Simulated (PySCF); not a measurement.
The multiplicity is imposed and other spin states were not computed.

**[Zn(NH3)4]2+ (charge 2, multiplicity 1)**

The numbers are results of PySCF with PBE-D3(BJ)/def2-TZVP // PBE-D3(BJ)/def2-SVP, not measurements.

| Quantity | Result |
|---|---|
| HOMO | -16.80 eV |
| HOMO–LUMO gap | 7.29 eV |
| LUMO | -9.51 eV |
| charge on the central atom (Mulliken) | 0.52 e |
| charge on the central atom (meta-Löwdin) | 1.23 e |
| total energy | -2004.7348 Ha |
| cost | around 2.1 core-minutes (rough) |

Bonded distances (Å): Zn1–N2 2.076, Zn1–N6 2.076, Zn1–N10 2.076, Zn1–N14 2.076, N2–H3 1.035, N2–H4 1.035, N2–H5 1.035, N6–H7 1.035, N6–H8 1.035, N6–H9 1.035, N10–H11 1.035, N10–H12 1.035, N10–H13 1.035, N14–H15 1.035, N14–H16 1.035, N14–H17 1.035. Bond angles (°): N2–Zn1–N6 109.4, N2–Zn1–N10 109.5, N2–Zn1–N14 109.5, N6–Zn1–N10 109.5, N6–Zn1–N14 109.5, N10–Zn1–N14 109.4, Zn1–N2–H3 114.1, Zn1–N2–H4 114.1, Zn1–N2–H5 114.1, H3–N2–H4 104.5, H3–N2–H5 104.5, H4–N2–H5 104.5, Zn1–N6–H7 114.1, Zn1–N6–H8 114.1, Zn1–N6–H9 114.1, H7–N6–H8 104.5, H7–N6–H9 104.5, H8–N6–H9 104.5, Zn1–N10–H11 114.1, Zn1–N10–H12 114.1, Zn1–N10–H13 114.1, H11–N10–H12 104.5, H11–N10–H13 104.5, H12–N10–H13 104.5, Zn1–N14–H15 114.1, Zn1–N14–H16 114.1, Zn1–N14–H17 114.1, H15–N14–H16 104.5, H15–N14–H17 104.5, H16–N14–H17 104.5.
Charge +2, spin multiplicity 1.
